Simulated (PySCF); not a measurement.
## State search for SnCl

Unrestricted PBE0; basis Sn cc-pVDZ-PP with ECP28, Cl cc-pV(D+d)Z; scalar-relativistic core potentials; PySCF 2.14. Outer shells of the fragments: Sn 4d10 5s2 5p2; Cl 3s2 3p5.

Followed along the bond (rough minima from three points):

| 2Ms+1 | unpaired | ⟨S²⟩ at the start | R at minimum (Å) | Te (eV) |
| --- | --- | --- | --- | --- |
| 2 | π ↑ | 0.75 | 2.40 | 0.00 |
| 4 | σ ↑, π ↑↑ | 3.75 | none in the scan | ≤ 3.40 |

Solutions found at the starting distance of 2.320 Å, counted from the lowest of them; the search is not exhaustive and high or unbound solutions are not listed, so other states can lie among these:

```json
{"2Ms+1": "2", "unpaired": "π ↑", "term": "²Π", "E (eV)": "0.00", "⟨S²⟩": "0.75", "⟨Lz²⟩": "1.01", "μ (D)": "-2.42"}
{"2Ms+1": "2", "unpaired": "σ ↑", "term": "²Σ⁺", "E (eV)": "2.71", "⟨S²⟩": "0.75", "⟨Lz²⟩": "0.00", "μ (D)": "-1.97"}
{"2Ms+1": "4", "unpaired": "σ ↑, π ↑↑", "term": "⁴Σ⁻", "E (eV)": "3.39", "⟨S²⟩": "3.75", "⟨Lz²⟩": "0.00", "μ (D)": "-1.32"}
{"2Ms+1": "2", "unpaired": "σ ↑, π ↑↓", "term": "mixed", "E (eV)": "4.16", "⟨S²⟩": "1.76", "⟨Lz²⟩": "2.01", "μ (D)": "-0.79"}
{"2Ms+1": "2", "unpaired": "σ ↓, π ↑↑", "term": "mixed", "E (eV)": "4.24", "⟨S²⟩": "1.77", "⟨Lz²⟩": "0.00", "μ (D)": "-0.37"}
{"2Ms+1": "4", "unpaired": "π ↑↑↑", "term": "⁴Π", "E (eV)": "4.89", "⟨S²⟩": "3.76", "⟨Lz²⟩": "1.01", "μ (D)": "3.19"}
{"2Ms+1": "4", "unpaired": "σ ↑↑, π ↑", "term": "⁴Π", "E (eV)": "5.83", "⟨S²⟩": "3.75", "⟨Lz²⟩": "1.00", "μ (D)": "-0.61"}
{"2Ms+1": "4", "unpaired": "σ ↑, π ↑↑", "term": "mixed", "E (eV)": "6.93", "⟨S²⟩": "3.76", "⟨Lz²⟩": "2.01", "μ (D)": "3.37"}
{"2Ms+1": "4", "unpaired": "σ ↑, π ↑↑", "term": "mixed", "E (eV)": "7.10", "⟨S²⟩": "3.76", "⟨Lz²⟩": "2.01", "μ (D)": "3.36"}
```

A term symbol is given only where ⟨S²⟩ and ⟨Lz²⟩ are close to those of a pure state; real π, δ and φ orbitals otherwise mix terms. A positive dipole means Sn(−)Cl(+).

Spin–orbit coupling is left out. Counting both spins, an empty level lies below a filled one in some of these solutions, because spin and occupation are held.
